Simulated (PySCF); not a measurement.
PySCF input (CCSD(T)/cc-pVDZ):

```python
from pyscf import gto, scf, mp, cc as ccmod

mol = gto.M(
    atom='''
    F    -0.00000000   -0.00000000   -1.11767544
    S     0.00000000    0.00000000    0.62869244
    ''',
    basis='cc-pvdz',
    charge=-1,
    spin=0,
    verbose=4,
)

mf = scf.RHF(mol)
mf.conv_tol = 1e-10
mf.max_cycle = 100
mf.kernel()
mp2 = mp.MP2(mf, frozen=6).run()
cc = ccmod.CCSD(mf, frozen=6)
cc.max_cycle = 100
cc.kernel()
et = cc.ccsd_t()
print(f'E(CCSD(T)) = {cc.e_tot + et:.9f}')
```

End of the output:

```
Extra cycle  E= -496.941077287764  delta_E=    0  |g|= 1.09e-07  |ddm|= 3.62e-07
converged SCF energy = -496.941077287764

******** <class 'pyscf.mp.mp2.RMP2'> ********
nocc = 7, nmo = 26
frozen orbitals 6
E(RMP2) = -497.251609229044  E_corr = -0.310531941280039
E(SCS-RMP2) = -497.24373578556  E_corr = -0.302658497795592
E_corr(same-spin) = -0.0807459597005251
E_corr(oppo-spin) = -0.229785981579514

******** <class 'pyscf.cc.ccsd.CCSD'> ********
CC2 = 0
CCSD nocc = 7, nmo = 26
frozen orbitals 6
max_cycle = 100
direct = 0
conv_tol = 1e-07
conv_tol_normt = 1e-05
diis_space = 6
diis_start_cycle = 0
diis_start_energy_diff = 1e+09
Init t2, MP2 energy = -497.251609228236  E_corr(MP2) -0.310531940471657
Init E_corr(CCSD) = -0.31053194047166
cycle = 1  E_corr(CCSD) = -0.318530817774727  dE = -0.0079988773  norm(t1,t2) = 0.0484919
cycle = 2  E_corr(CCSD) = -0.326227811431773  dE = -0.00769699366  norm(t1,t2) = 0.0179177
cycle = 3  E_corr(CCSD) = -0.326861885573299  dE = -0.000634074142  norm(t1,t2) = 0.00884818
cycle = 4  E_corr(CCSD) = -0.328252636847027  dE = -0.00139075127  norm(t1,t2) = 0.00402975
cycle = 5  E_corr(CCSD) = -0.328151597695011  dE = 0.000101039152  norm(t1,t2) = 0.000896164
cycle = 6  E_corr(CCSD) = -0.328108926663099  dE = 4.26710319e-05  norm(t1,t2) = 0.000231423
cycle = 7  E_corr(CCSD) = -0.328109658083137  dE = -7.31420038e-07  norm(t1,t2) = 8.26863e-05
cycle = 8  E_corr(CCSD) = -0.328112489518516  dE = -2.83143538e-06  norm(t1,t2) = 2.73623e-05
cycle = 9  E_corr(CCSD) = -0.328112075082874  dE = 4.14435642e-07  norm(t1,t2) = 1.08477e-05
cycle = 10  E_corr(CCSD) = -0.328111921700517  dE = 1.53382357e-07  norm(t1,t2) = 2.93168e-06
cycle = 11  E_corr(CCSD) = -0.32811189980922  dE = 2.18912963e-08  norm(t1,t2) = 1.07573e-06
CCSD converged
E(CCSD) = -497.2691891875737  E_corr = -0.3281118998092203
CCSD(T) correction = -0.00572432482729309
E(CCSD(T)) = -497.274913512
```
